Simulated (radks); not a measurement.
Initial-state core-level shifts of the silicon ion Si2+ when its valence configuration changes from [Ne] 3s2. Method: scalar-relativistic Kohn-Sham, PBE, spin-polarised, spherical densities, point nucleus; open shells are filled with parallel spins first; computed with a radial shooting solver on a logarithmic mesh with Libxc functionals. Shifts are changes of the shell-averaged eigenvalues in eV (positive: less bound).

| valence | 1s | 2s | 2p |
|---|---|---|---|
| 3s1 3p1 | -1.168 | -1.179 | -1.161 |
| 3p2 | -2.601 | -2.597 | -2.561 |
| 3s1.5 3p0.5 | -0.670 | -0.666 | -0.657 |
